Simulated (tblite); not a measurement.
Run record: tight-binding relaxation, `C=[CH][GeH2][CH2]N([SiH3])C1=CC1`.

Computed with GFN2-xTB geometry optimisation, gas phase (tblite 0.8.0). Start geometry: from a force field or distance geometry. The command runs a driver script over a list of jobs; the input below is this job's line of settings and its coordinates in Å.

Command:
```bash
OMP_NUM_THREADS=1 python probes_run.py task.json out
```

Input:
```
{"job": {"kind": "relax", "xc": "GFN2-xTB", "basis": "xTB"}, "charge": 0, "multiplicity": 1}
C      4.173300     0.178100    -0.075500
C      3.132100    -0.203100    -0.853800
Ge     1.598300    -0.972900    -0.011200
C      0.358000     0.492100     0.297800
N     -1.032300     0.070100     0.366100
Si    -1.542600    -1.127000     1.603100
C     -2.023900     0.575000    -0.539700
C     -2.617100     0.632400    -1.712700
C     -3.177200     1.506600    -0.648700
H      5.063800     0.618500    -0.488700
H      4.122600     0.065100     1.013900
H      3.165400    -0.101000    -1.918600
H      1.933500    -1.725900     1.308600
H      0.905500    -1.967800    -1.007800
H      0.431000     1.164100    -0.589300
H      0.553000     1.057000     1.249100
H     -1.543700    -0.499000     2.922900
H     -0.744800    -2.366900     1.535200
H     -2.938700    -1.478700     1.276100
H     -2.727600     0.322100    -2.756800
H     -4.169100     1.191200    -0.281300
H     -2.929900     2.589600    -0.689500
```

Output:
```
step      E/eV     max force
  0    -704.80734    2.347
  1    -705.04541    1.777
  2    -705.17418    1.002
  3    -705.22622    0.645
  4    -705.25818    0.632
  5    -705.27948    0.349
  6    -705.29988    0.272
  7    -705.30935    0.274
  8    -705.32868    0.283
  9    -705.33856    0.241
... (199 lines left out)
209    -705.81388    0.029
210    -705.81404    0.027
211    -705.81418    0.025
212    -705.81427    0.020
213    -705.81433    0.022
214    -705.81438    0.017
215    -705.81443    0.018
216    -705.81447    0.015
217    -705.81450    0.010
218    -705.81452    0.010
```

«max force» is the largest atomic force in eV/Å.

**Question.** From which step on does the largest force stay under 0.1 eV/Å, and how much energy is left to gain from there?

**Answer.** From step 87 (0.089 eV/Å), 57.7 meV above the end.

Summary of the converged run: energy lowered by 23.2 kcal/mol over 218 steps; largest atomic force 0.010 eV/Å at the end.

**Question.** Where do the atoms end?

**Answer.** 1.004 Å rms from the input after alignment:
```
atom  x, y, z in Å
C1     4.2385   -0.3417   -0.3093
C2     3.0946   -0.0266   -0.8948
Ge3    1.3479   -0.7157   -0.3594
C4     0.2696    0.7107    0.5393
N5    -1.1306    0.3924    0.6939
Si6   -1.7194   -0.4932    2.0650
C7    -1.8619    0.5339   -0.4294
C8    -1.9855    0.8881   -1.6798
C9    -3.2247    0.3580   -1.0023
H10    5.1861    0.0728   -0.6200
H11    4.2724   -1.0403    0.5121
H12    3.1017    0.6781   -1.7182
H13    1.5314   -1.8949    0.5612
H14    0.6066   -1.2242   -1.5650
H15    0.3586    1.6309   -0.0478
H16    0.6961    0.9083    1.5250
H17   -1.0726    0.1435    3.2153
H18   -1.3470   -1.9147    2.0094
H19   -3.1655   -0.3183    2.0404
H20   -1.5981    1.2721   -2.5888
H21   -3.5882   -0.6410   -1.2328
H22   -4.0203    1.0411   -0.7148
```

**Question.** How long does this job take on one thread of an Arm Neoverse V1, no GPU, shared host?

**Answer.** About 2.4 s.
Labels such as C1 count atoms from 1, the log's own numbers from 0.
